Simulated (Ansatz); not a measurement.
Saddle point of GeNH$_{5}$O, singlet (GeNH₅O ([NH2][GeH2][OH]) → GeH₂O ([O][GeH2]) + NH₃ (still joined by a long Ge–N bond); bonds formed: N2–H4; bonds broken: O3–H4; bonds weakened to dative contacts: Ge1–N2), PBE0-D4/def2-TZVP structure:

Ge1  (-0.971, 0.181, 0.139)
N2  (1.003, -0.080, 0.014)
O3  (-0.902, -0.782, -1.269)
H4  (0.465, -0.645, -0.889)
H5  (-1.241, 1.699, 0.064)
H6  (-1.428, -0.404, 1.492)
H7  (1.476, -0.669, 0.689)
H8  (1.598, 0.699, -0.240)
(Å)

Energies are electronic, without zero-point energy. Barriers and step energies count from the start structure reached by relaxing down the imaginary mode; all methods use the PBE0-D4 structures, on which another method's saddle can fall below an end. Program: Ansatz 0.2.0. Basis: def2-TZVPP, with def2-QZVPP for the basis limit. Cores are frozen in the correlated methods. Filled d shells of the heavier atoms are correlated. The def2 sets are not built for correlating such inner shells, so the correlated values are less sure here. B3LYP uses VWN-RPA correlation. Extrapolation: Hartree–Fock as exp(−7.88 √X), correlation as X^−2.97.

```csv
method,barrier (eV),step energy (eV)
SPW92,1.323,1.258
PBE-D4,1.449,1.164
BLYP-D4,1.521,1.120
r2SCAN-D4,1.623,1.306
B97M-V,1.739,1.295
PBE0-D4,1.686,1.384
B3LYP-D4,1.709,1.312
r2SCAN0-D4,1.789,1.466
BHLYP-D4,?,1.536
CAM-B3LYP-D4,1.784,1.427
wB97X-V,1.809,1.448
wB97M-V,1.784,1.429
B2PLYP,?,1.320
PBE-QIDH,1.788,1.464
RPA on PBE,1.736,1.358
HF,2.381,1.752
MP2,?,1.374
CCSD,1.903,1.505
CCSD(T),1.783,1.420
```

Question: Fill in the withheld barriers. (To be estimated.)

Answer: Computed: BHLYP-D4 1.969; B2PLYP 1.719; MP2 1.709 eV. Each is the energy of the saddle less that of the start structure, by the same method.

For comparison, the barrier by CCSD(T) at an estimated basis limit (MP2 extrapolated from triple and quadruple zeta, plus CCSD(T) − MP2 in triple zeta) is 1.757 eV.

No T1 diagnostic of these runs exceeds 0.018.

Labels in which every atom is bracketed show which atoms are joined, not bond orders.

For scale, one of the runs: CCSD(T)/def2-TZVPP, 180 basis functions, launched by `ansatz run in.yaml --threads 4 --pin off --events-out ev --progress --plain --max-ram 9574MiB`. The run took 42 s on 4 CPU threads of an Arm Neoverse V1 (shared host), with 1.8 GiB of host memory at its peak.
